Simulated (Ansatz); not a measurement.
Geometry optimisation, RKS PBE0/def2-SVP in Ansatz 0.2.0.

Input:

```yaml
crystal:
  periodic: [false, false, false]
  atoms:
    - { symbol: W, position_ang: [-0.429909, 2.4e-05, -0.429101] }
    - { symbol: H, position_ang: [1.611736, -0.359628, 1.628153] }
    - { symbol: H, position_ang: [1.629149, 0.359811, 1.610632] }
    - { symbol: H, position_ang: [0.17089, 1.473478, 0.190269] }
    - { symbol: H, position_ang: [-2.100171, 0.152129, -0.172692] }
    - { symbol: H, position_ang: [0.188965, -1.47366, 0.171392] }
    - { symbol: H, position_ang: [-0.17096, -0.152154, -2.098953] }
basis:
  gaussian: { orbitals: def2-SVP }
hamiltonian:
  xc: pbe0
relax:
  f_tol: 0.03
  max_steps: 50
output:
  orbitals: {}
```

Launched with:

```bash
$ ansatz run input.yaml --threads 1 --pin off --max-ram 2048MiB --backend cpu --events-out ev --progress --plain --runs-dir out
```

Problem. Where does it end, and by what steps?

Solution. It converged. The force dipped under the threshold on the way, but the program's further checks kept it going. After 6 steps the energy has fallen by 0.086 eV; H2 moved furthest, 0.73 Å.

```tsv
step	energy less start (eV)	largest force component (eV/Å)	accepted
0	0.0000	1.801	yes
1	-0.0592	0.075	yes
2	-0.0745	0.297	yes
3	-0.0850	0.047	yes
4	-0.0861	0.015	yes
5	-0.0863	0.015	yes
6	-0.0864	0.005	yes
```

```xyz
7
Properties=species:S:1:pos:R:3
W -0.673 0.000 -0.671
H 2.136 -0.380 2.141
H 2.143 0.381 2.133
H -0.010 1.418 -0.007
H -2.336 0.145 -0.355
H -0.010 -1.419 -0.007
H -0.351 -0.145 -2.334
```

The run took 30 s on 1 thread of Arm Neoverse V2 (shared host), peak memory 0.11 GiB.
